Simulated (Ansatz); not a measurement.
C2H6BSi, SMILES `C=C[B-][SiH3]` (lower triplet; C–C–B–Si torsion 180°) (charge -1, multiplicity 3). This triplet lies 0.21 eV below the relaxed singlet at the level B3LYP/aug-cc-pVTZ // PBE0-D3(BJ)/def2-TZVPD (Ansatz, a program for electronic structure).

Calculation: r2SCAN0/aug-cc-pVTZ // PBE0-D3(BJ)/def2-TZVPD run with Ansatz.

Ansatz 0.2 input:
```yaml
crystal:
  periodic: [false, false, false]
  atoms:
    - { symbol: C, position_ang: [2.390109, -0.129128, 0.035064] }
    - { symbol: C, position_ang: [1.093619, 0.305011, 0.153249] }
    - { symbol: B, position_ang: [-0.139385, -0.462321, 0.513931] }
    - { symbol: Si, position_ang: [-2.04277, -0.173991, 0.759471] }
    - { symbol: H, position_ang: [3.203271, 0.542518, -0.232443] }
    - { symbol: H, position_ang: [2.650944, -1.170709, 0.206307] }
    - { symbol: H, position_ang: [0.960935, 1.37757, -0.052349] }
    - { symbol: H, position_ang: [-2.577412, -0.522456, 2.129623] }
    - { symbol: H, position_ang: [-2.59764, 1.230541, 0.554222] }
    - { symbol: H, position_ang: [-2.941655, -0.997026, -0.134548] }
basis:
  gaussian: { orbitals: aug-cc-pVTZ }
hamiltonian:
  xc: r2scan0
total_charge: -1
magnetization:
  spin_polarized: true
  initial_magnetization: 2
```

Output:

```
Functional definition: r2SCAN0
1367 factors; their error is unknown
mean field evaluation 1: about -10717.8044 eV, gradient 2.8e1 eV
mean field evaluation 2: about -10714.8516 eV, gradient 3.5e1 eV
mean field evaluation 4: about -10722.0480 eV, gradient 1.9e0 eV
mean field evaluation 8: about -10722.0868 eV, gradient 2.5e-1 eV
mean field evaluation 16: about -10722.1224 eV, gradient 1.3e-3 eV
mean field -10722.12237013 eV, -394.0307293866 hartree, gradient 4.0e-5 eV, S^2 2.054510; 0 other end points of the search recorded, 0 dependent functions left out
reference -10722.12242253 eV, -394.0307313124 hartree; 20, 18 occupied and 306, 308 virtual orbitals, 1367 factors
Total energy: -10722.12242253 eV, -394.0307313124 hartree
```
